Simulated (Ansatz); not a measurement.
ClH4N2OTa, SMILES `[NH2][Ta]([NH2])(=[O])[Cl]`, relaxed with RKS PBE-D4/def2-SVP in Ansatz from a rough embedded geometry. The force threshold is 0.03 eV/Å; the program also tests the step.

Charge 0, multiplicity 1. Ta: def2 effective core potential.

Start:

```xyz
9

N     1.292    0.996    0.827
Ta    0.379   -0.273   -0.623
N    -1.794    0.043   -0.542
O     1.043    0.111   -2.422
Cl    0.923   -2.661   -0.118
H     1.743    0.404    1.606
H     0.574    1.561    1.296
H    -1.961    0.728    0.126
H    -2.199   -0.909   -0.149
```

(1) By how much does the energy fall, and how many steps does the optimiser take? (Best estimate.)

(2) Which bonds change most? (An estimate is asked.)

(3) Give the relaxed structure. (Estimate.)

## Answers

(1) Computed: 69.36 kcal/mol, in 13 steps.

(2) Computed: Ta2–O4 from 1.955 to 1.734 Å; Ta2–N3 from 2.197 to 1.985 Å; N1–Ta2 from 2.133 to 1.985 Å; Ta2–Cl5 from 2.501 to 2.356 Å.

(3) The calculation gave: 
```xyz
9

N     1.210    0.707    0.976
Ta    0.312   -0.275   -0.498
N    -1.663   -0.231   -0.310
O     0.669    0.615   -1.943
Cl    1.081   -2.499   -0.593
H     1.106    0.499    1.975
H     1.785    1.548    0.862
H    -2.311    0.212   -0.970
H    -2.189   -0.576    0.501
```
